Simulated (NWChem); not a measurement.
Everything below was run with NWChem. System: H4Si2, charge 0, spin multiplicity 1, at a geometry optimised with PBE/def2-SVP. The structure started from a generated list of species. Level: CCSD(T)/def2-TZVP, 10 core orbitals frozen.

Job file:

```
start mol
memory heap 100 mb stack 700 mb global 1900 mb
geometry units angstroms nocenter noautoz noautosym
  Si    -0.110127     1.016079     0.844389
  H     -0.378717     1.874448    -0.416670
  Si     0.123784    -0.870978    -0.611620
  H      0.841051    -0.634147    -1.918570
  H     -1.332587    -1.151177    -0.944799
  H      0.679053    -2.120533     0.021266
end
basis spherical
  * library def2-tzvp
end
scf
  rhf
  nopen 0
  maxiter 100
  thresh 1e-7
  semidirect memsize 60000000 filesize 0
end
tce
  freeze core 10
  ccsd(t)
  2eorb
  2emet 13
  thresh 1e-6
  maxiter 100
  tilesize 24
end
task tce energy
```

NWChem printed:

```
             Northwest Computational Chemistry Package (NWChem) 7.3.0
             --------------------------------------------------------

                                NWChem Input Module
                                -------------------

 Scaling coordinates for geometry "geometry" by  1.889725989
 (inverse scale =  0.529177249)

                             Geometry "geometry" -> ""
                             -------------------------

 Output coordinates in angstroms (scale by  1.889725989 to convert to a.u.)

  No.       Tag          Charge          X              Y              Z
 ---- ---------------- ---------- -------------- -------------- --------------
    1 Si                  14.0000    -0.11012700     1.01607900     0.84438900
    2 H                    1.0000    -0.37871700     1.87444800    -0.41667000
    3 Si                  14.0000     0.12378400    -0.87097800    -0.61162000
    4 H                    1.0000     0.84105100    -0.63414700    -1.91857000
    5 H                    1.0000    -1.33258700    -1.15117700    -0.94479900
    6 H                    1.0000     0.67905300    -2.12053300     0.02126600

 Effective nuclear repulsion energy (a.u.)      73.3915146365

            Nuclear Dipole moment (a.u.)
            ----------------------------
        X                 Y               Z
 ---------------- ---------------- ----------------
    -0.0000037795     0.0000094486    -0.0000132281


 Summary of "ao basis" -> "" (spherical)
 ------------------------------------------------------------------------------
       Tag                 Description            Shells   Functions and Types
 ---------------- ------------------------------  ------  ---------------------
 *                         def2-tzvp                  on all atoms

 Summary of "ao basis" -> "ao basis" (spherical)
 ------------------------------------------------------------------------------
       Tag                 Description            Shells   Functions and Types
 ---------------- ------------------------------  ------  ---------------------
 Si                        def2-tzvp                13       37   5s5p2d1f
 H                         def2-tzvp                 4        6   3s1p

                                 NWChem SCF Module
                                 -----------------

  ao basis        = "ao basis"
  functions       =    98
  atoms           =     6
  closed shells   =    16
  open shells     =     0
  charge          =   0.00
  wavefunction    = RHF
  use symmetry    = F
  symmetry adapt  = F

 Summary of "ao basis" -> "ao basis" (spherical)
 ------------------------------------------------------------------------------
       Tag                 Description            Shells   Functions and Types
 ---------------- ------------------------------  ------  ---------------------
 Si                        def2-tzvp                13       37   5s5p2d1f
 H                         def2-tzvp                 4        6   3s1p

 Forming initial guess at       0.1s

      Superposition of Atomic Density Guess
      -------------------------------------

 Sum of atomic energies:        -579.67005780

      Non-variational initial energy
      ------------------------------

 Total energy =    -579.940342
 1-e energy   =    -949.057076
 2-e energy   =     295.725219
 HOMO         =      -0.218087
 LUMO         =      -0.099992

 Starting SCF solution at       1.1s

 ----------------------------------------------
         Quadratically convergent ROHF
[...]
 center of mass
 --------------
 x =   0.00596623 y =   0.06339003 z =   0.10168892

 moments of inertia (a.u.)
 ------------------
         338.813622531181          26.109217807127          17.546924407272
          26.109217807127         138.925983858910        -143.871854388031
          17.546924407272        -143.871854388031         227.593645552872

  Mulliken analysis of the total density
  --------------------------------------

    Atom       Charge   Shell Charges
 -----------   ------   -------------------------------------------------------
    1 Si  14    13.93   2.00  0.59  1.38  1.05  0.73  4.11  1.74  0.43  1.19  0.56  0.05  0.10  0.01
    2 H    1     1.04   0.23  0.55  0.25  0.01
    3 Si  14    13.88   2.00  0.58  1.39  0.81  0.48  4.12  1.73  0.51  1.53  0.43  0.11  0.16  0.02
    4 H    1     1.04   0.23  0.56  0.24  0.01
    5 H    1     1.05   0.23  0.56  0.25  0.01
    6 H    1     1.05   0.23  0.56  0.25  0.01

       Multipole analysis of the density wrt the origin
       ------------------------------------------------

     L   x y z        total         open         nuclear
     -   - - -        -----         ----         -------
     0   0 0 0     -0.000000      0.000000     32.000000

     1   1 0 0      0.121868      0.000000     -0.000004
     1   0 1 0      0.102279      0.000000      0.000009
     1   0 0 1      0.011126      0.000000     -0.000013

     2   2 0 0    -20.777374      0.000000     12.398737
     2   1 1 0      0.718452      0.000000    -15.088098
     2   1 0 1     -0.097163      0.000000     -9.085255
     2   0 2 0    -24.295857      0.000000    124.315303
     2   0 1 1     -0.929253      0.000000     74.805204
     2   0 0 2    -25.357318      0.000000     71.302111

                   NWChem Extensible Many-Electron Theory Module
                   ---------------------------------------------


            General Information
            -------------------
      Number of processors :     1
         Wavefunction type : Restricted Hartree-Fock
          No. of electrons :    32
           Alpha electrons :    16
            Beta electrons :    16
           No. of orbitals :   196
            Alpha orbitals :    98
             Beta orbitals :    98
        Alpha frozen cores :    10
         Beta frozen cores :    10
     Alpha frozen virtuals :     0
      Beta frozen virtuals :     0
         Spin multiplicity : singlet
    Number of AO functions :    98
       Number of AO shells :    42
        Use of symmetry is : off
      Symmetry adaption is : off
         Schwarz screening : 0.10D-09

          Correlation Information
          -----------------------
          Calculation type : Coupled-cluster singles & doubles w/ perturbation
   Perturbative correction : (T)
            Max iterations :      100
        Residual threshold : 0.10D-05
     T(0) DIIS level shift : 0.00D+00
     L(0) DIIS level shift : 0.00D+00
     T(1) DIIS level shift : 0.00D+00
     L(1) DIIS level shift : 0.00D+00
     T(R) DIIS level shift : 0.00D+00
     T(I) DIIS level shift : 0.00D+00
   CC-T/L Amplitude update :  5-th order DIIS
                I/O scheme : Global Array Library
        L-threshold :  0.10D-05
        EOM-threshold :  0.10D-05
 no EOMCCSD initial starts read in
 TCE RESTART OPTIONS
 SLICE:      F
 D4D5:       F
 quantumc:   F
 qrotation:  F
 pwtce:      F
 qducc:      F
 nacto:                         0
 nrotv:                         0
 nrot:                          0

            Memory Information
            ------------------
          Available GA space size is     249027196 doubles
          Available MA space size is     104852348 doubles

 Maximum block size supplied by input
 Maximum block size        24 doubles

 tile_dim =     21

 -------------------------------------------------

 Global array virtual files algorithm will be used

 Parallel file system coherency ......... OK

 4-electron integrals stored in orbital form

 v2    file size   =         12106626
 4-index algorithm nr.  13 is used
 imaxsize =       30
 imaxsize ichop =        0


CCSD iterations
 ---------------------------------------------------------
 Iter          Residuum       Correlation     Cpu    Wall
 ---------------------------------------------------------
    1   0.1426140940081  -0.2181053666957     0.8     0.8
    2   0.0452014192257  -0.2540867926188     0.8     0.8
    3   0.0185444832237  -0.2626315136115     0.8     0.8
    4   0.0089401897063  -0.2654308841805     0.8     0.8
    5   0.0048577214941  -0.2665300761403     0.8     0.8
    6   0.0013423223198  -0.2675334225673     0.8     0.8
    7   0.0007386317825  -0.2675023102713     0.8     0.8
    8   0.0004751691379  -0.2675125825036     0.8     0.8
    9   0.0003183733288  -0.2675174774990     0.9     0.9
   10   0.0002162756868  -0.2675227112655     0.8     0.8
   11   0.0000348237067  -0.2675336383365     0.8     0.8
   12   0.0000181500018  -0.2675354210962     0.8     0.8
   13   0.0000119400058  -0.2675361131514     0.8     0.8
   14   0.0000086627704  -0.2675363731380     0.8     0.8
   15   0.0000066008565  -0.2675364670839     0.8     0.8
   16   0.0000029090545  -0.2675364627220     0.8     0.8
   17   0.0000018773393  -0.2675365209207     0.8     0.8
   18   0.0000014217888  -0.2675365478181     0.8     0.8
   19   0.0000011267268  -0.2675365526221     0.8     0.8
   20   0.0000009077770  -0.2675365557475     1.1     1.1
 -----------------------------------------------------------------
 Iterations converged
 CCSD correlation energy / hartree =        -0.267536555747467
 CCSD total energy / hartree       =      -580.399462361743417

 Singles contributions

 Doubles contributions
 CCSD(T)
 Using plain CCSD(T) code
             total no. of tasks           60
 total no. of tasks / no. procs           60
                         wl_min      1728000          11.0
                         wl_max      2000376          11.2
        thresh for no. of tasks           60

 CCSD[T]  correction energy / hartree =        -0.009534444616361
 CCSD[T] correlation energy / hartree =        -0.277071000363828
 CCSD[T] total energy / hartree       =      -580.408996806359823
 CCSD(T)  correction energy / hartree =        -0.009293249583441
 CCSD(T) correlation energy / hartree =        -0.276829805330908
 CCSD(T) total energy / hartree       =      -580.408755611326910

 Task  times  cpu:       59.0s     wall:       59.0s

 Total times  cpu:       59.1s     wall:       59.1s
```
